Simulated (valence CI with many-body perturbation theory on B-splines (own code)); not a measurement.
E1 line list for Lu⁴⁰⁺

Level of theory: configuration interaction combined with many-body perturbation theory (CI+MBPT): three valence electrons over a frozen Dirac-Fock core [Ar] 3d10, radial functions for each j: 11 s, 11 p, 9 d, 7 f, 5 g, 2 h, 1 i, with the one-electron correlation potential Σ1 (screened to all orders), the two-electron term Σ2, the three-electron term Σ3, Breit, model QED; selected single and double excitations, second order for the rest (own B-spline code, finite nucleus).

The last digits are not significant, and no measured levels were compared; by estimate large intervals hold to a few tenths of a per cent, small ones and those within an open d or f shell to about a per cent.

Lines 201 to 250 of 278 in falling wavelength, among levels below 516.97 eV, chosen from the strongest by gf and those to the six lowest levels. Wavelengths and rates use the calculated energies. Electric multipoles are in the length gauge, E1 and E2 with the static RPA response of the core. Weak lines are less certain than strong ones. Lines between different terms over intervals too small for the method are left out, as are lines whose strength nearly cancels. The highest levels of a list are the least certain.

Levels are named by their leading jj configuration (3d3/2^4 stands for four electrons in 3d with j = 3/2), which in mixed levels can hold well under half, so a name can repeat and another be missing. Letters in brackets count levels of one name in rising energy.

| λ vac (nm) | Upper | Lower | A (s⁻¹) | S (a.u.) with core polarisation | S without |
| --- | --- | --- | --- | --- | --- |
| 5.431 | (4s^2 4d3/2) J=3/2 | (4s^2 4p1/2) J=1/2 | 9.22e+11 | 2.92e-01 | 3.10e-01 |
| 5.431 | (4s 4p1/2 4d3/2) J=1/2 | (4s 4p1/2^2) J=1/2 | 9.67e+11 | 1.53e-01 | 1.63e-01 |
| 5.425 | (4p1/2 4p3/2 4d3/2) J=1/2 [b] | (4p1/2^2 4p3/2) J=3/2 | 8.47e+11 | 1.34e-01 | 1.42e-01 |
| 5.416 | (4s 4p1/2 4d3/2) J=3/2 [b] | (4s 4p1/2^2) J=1/2 | 9.44e+11 | 2.96e-01 | 3.15e-01 |
| 5.408 | (4s^2 4f5/2) J=5/2 | (4s 4p1/2 4p3/2) J=5/2 | 2.07e+10 | 9.68e-03 | 1.03e-02 |
| 5.405 | (4s 4p3/2 4d3/2) J=5/2 [a] | (4s 4p1/2 4p3/2) J=3/2 [a] | 3.38e+11 | 1.58e-01 | 1.68e-01 |
| 5.405 | (4s 4p3/2 4d5/2) J=3/2 [a] | (4s 4p1/2 4p3/2) J=3/2 [b] | 1.16e+11 | 3.62e-02 | 3.85e-02 |
| 5.402 | (4s 4p3/2 4d3/2) J=1/2 [b] | (4s 4p1/2 4p3/2) J=1/2 | 6.64e+11 | 1.03e-01 | 1.10e-01 |
| 5.399 | (4s 4p3/2 4d3/2) J=3/2 [a] | (4s 4p1/2 4p3/2) J=3/2 [a] | 5.87e+11 | 1.82e-01 | 1.94e-01 |
| 5.397 | (4s 4p3/2 4d3/2) J=1/2 [a] | (4s 4p1/2 4p3/2) J=3/2 [a] | 6.75e+11 | 1.05e-01 | 1.12e-01 |
| 5.376 | (4p1/2 4p3/2 4d5/2) J=5/2 [a] | (4p1/2^2 4p3/2) J=3/2 | 2.47e+11 | 1.14e-01 | 1.21e-01 |
| 5.341 | (4s 4p3/2 4d3/2) J=1/2 [b] | (4s 4p1/2 4p3/2) J=3/2 [b] | 3.83e+10 | 5.75e-03 | 6.12e-03 |
| 5.296 | (4s 4p3/2 4d3/2) J=3/2 [b] | (4s 4p1/2 4p3/2) J=5/2 | 1.12e+09 | 3.28e-04 | 3.48e-04 |
| 5.276 | (4p1/2 4p3/2 4d5/2) J=5/2 [b] | (4p1/2^2 4p3/2) J=3/2 | 6.00e+10 | 2.61e-02 | 2.77e-02 |
| 5.231 | (4s^2 4f5/2) J=5/2 | (4s 4p1/2 4p3/2) J=3/2 [a] | 2.18e+09 | 9.25e-04 | 9.86e-04 |
| 5.225 | (4s^2 4f7/2) J=7/2 | (4s 4p1/2 4p3/2) J=5/2 | 1.28e+10 | 7.23e-03 | 7.71e-03 |
| 5.178 | (4s 4p3/2 4d5/2) J=5/2 [a] | (4s 4p1/2 4p3/2) J=5/2 | 5.21e+09 | 2.14e-03 | 2.29e-03 |
| 5.174 | (4s 4p1/2 4d5/2) J=3/2 | (4s 4p1/2^2) J=1/2 | 2.94e+10 | 8.04e-03 | 8.57e-03 |
| 5.163 | (4s 4p3/2 4d3/2) J=5/2 [b] | (4s 4p1/2 4p3/2) J=3/2 [b] | 3.37e+11 | 1.37e-01 | 1.46e-01 |
| 5.154 | (4s 4p3/2 4d5/2) J=3/2 [a] | (4s 4p1/2 4p3/2) J=5/2 | 6.42e+08 | 1.74e-04 | 1.84e-04 |
| 5.126 | (4s 4p3/2 4d3/2) J=3/2 [b] | (4s 4p1/2 4p3/2) J=3/2 [a] | 5.23e+08 | 1.39e-04 | 1.48e-04 |
| 5.040 | (4s 4p3/2 4d5/2) J=1/2 | (4s 4p1/2 4p3/2) J=3/2 [b] | 2.45e+10 | 3.10e-03 | 3.30e-03 |
| 5.031 | (4s 4p3/2 4d5/2) J=7/2 [a] | (4s 4p1/2 4p3/2) J=5/2 | 1.18e+11 | 5.91e-02 | 6.29e-02 |
| 5.016 | (4s 4p3/2 4d5/2) J=5/2 [a] | (4s 4p1/2 4p3/2) J=3/2 [a] | 2.33e+08 | 8.69e-05 | 9.24e-05 |
| 4.993 | (4s 4p3/2 4d5/2) J=3/2 [a] | (4s 4p1/2 4p3/2) J=3/2 [a] | 2.10e+09 | 5.15e-04 | 5.49e-04 |
| 4.969 | (4s 4p3/2 4d5/2) J=3/2 [b] | (4s 4p1/2 4p3/2) J=3/2 [b] | 3.63e+07 | 8.80e-06 | 9.46e-06 |
| 4.938 | (4s 4p3/2 4d3/2) J=1/2 [b] | (4s 4p1/2 4p3/2) J=3/2 [a] | 4.43e+08 | 5.26e-05 | 5.61e-05 |
| 4.934 | (4s 4p3/2 4d3/2) J=5/2 [b] | (4s 4p1/2 4p3/2) J=5/2 | 4.89e+09 | 1.74e-03 | 1.85e-03 |
| 4.923 | (4p1/2 4p3/2 4d5/2) J=5/2 [c] | (4p1/2^2 4p3/2) J=3/2 | 1.04e+11 | 3.69e-02 | 3.93e-02 |
| 4.884 | (4s 4p3/2 4d5/2) J=5/2 [b] | (4s 4p1/2 4p3/2) J=3/2 [b] | 2.33e+09 | 8.05e-04 | 8.55e-04 |
| 4.843 | (4s 4p3/2^2) J=1/2 | (4s^2 4p1/2) J=1/2 | 4.63e+09 | 5.19e-04 | 5.51e-04 |
| 4.786 | (4s 4p3/2 4d3/2) J=5/2 [b] | (4s 4p1/2 4p3/2) J=3/2 [a] | 1.74e+08 | 5.65e-05 | 6.03e-05 |
| 4.783 | (4p1/2 4p3/2^2) J=3/2 | (4s 4p1/2^2) J=1/2 | 7.10e+10 | 1.53e-02 | 1.63e-02 |
| 4.778 | (4p1/2 4p3/2^2) J=1/2 | (4s 4p1/2^2) J=1/2 | 3.89e+09 | 4.19e-04 | 4.45e-04 |
| 4.774 | (4s 4p3/2 4d5/2) J=7/2 [b] | (4s 4p1/2 4p3/2) J=5/2 | 1.76e+10 | 7.57e-03 | 8.05e-03 |
| 4.773 | (4s 4p3/2^2) J=3/2 | (4s^2 4p1/2) J=1/2 | 1.24e+10 | 2.66e-03 | 2.82e-03 |
| 4.756 | (4s 4p3/2 4d5/2) J=3/2 [b] | (4s 4p1/2 4p3/2) J=5/2 | 2.69e+09 | 5.71e-04 | 6.05e-04 |
| 4.735 | (4p3/2^3) J=3/2 | (4s 4p1/2 4p3/2) J=3/2 [b] | 1.33e+10 | 2.79e-03 | 2.97e-03 |
| 4.680 | (4s 4p3/2 4d5/2) J=1/2 | (4s 4p1/2 4p3/2) J=3/2 [a] | 2.72e+09 | 2.76e-04 | 2.94e-04 |
| 4.678 | (4s 4p3/2 4d5/2) J=5/2 [b] | (4s 4p1/2 4p3/2) J=5/2 | 9.69e+09 | 2.94e-03 | 3.13e-03 |
| 4.619 | (4s 4p3/2 4d5/2) J=3/2 [b] | (4s 4p1/2 4p3/2) J=3/2 [a] | 3.15e+09 | 6.13e-04 | 6.53e-04 |
| 4.545 | (4s 4p3/2 4d5/2) J=5/2 [b] | (4s 4p1/2 4p3/2) J=3/2 [a] | 9.61e+09 | 2.67e-03 | 2.84e-03 |
| 4.541 | (4p3/2^3) J=3/2 | (4s 4p1/2 4p3/2) J=5/2 | 3.40e+09 | 6.29e-04 | 6.69e-04 |
| 4.415 | (4p3/2^3) J=3/2 | (4s 4p1/2 4p3/2) J=3/2 [a] | 2.24e+09 | 3.80e-04 | 4.05e-04 |
| 4.185 | (4s 4p3/2 4d3/2) J=3/2 [a] | (4s 4p1/2^2) J=1/2 | 3.23e+08 | 4.68e-05 | 4.99e-05 |
| 4.184 | (4s 4p3/2 4d3/2) J=1/2 [a] | (4s 4p1/2^2) J=1/2 | 2.86e+07 | 2.06e-06 | 2.20e-06 |
| 4.019 | (4s 4p3/2 4d3/2) J=3/2 [b] | (4s 4p1/2^2) J=1/2 | 5.83e+08 | 7.47e-05 | 7.95e-05 |
| 3.937 | (4s 4p3/2 4d5/2) J=3/2 [a] | (4s 4p1/2^2) J=1/2 | 2.05e+08 | 2.47e-05 | 2.65e-05 |
| 3.903 | (4s 4p3/2 4d3/2) J=1/2 [b] | (4s 4p1/2^2) J=1/2 | 9.89e+07 | 5.80e-06 | 6.22e-06 |
| 3.808 | (4p1/2^2 4d3/2) J=3/2 | (4s^2 4p3/2) J=3/2 | 8.13e+06 | 8.86e-07 | 9.43e-07 |
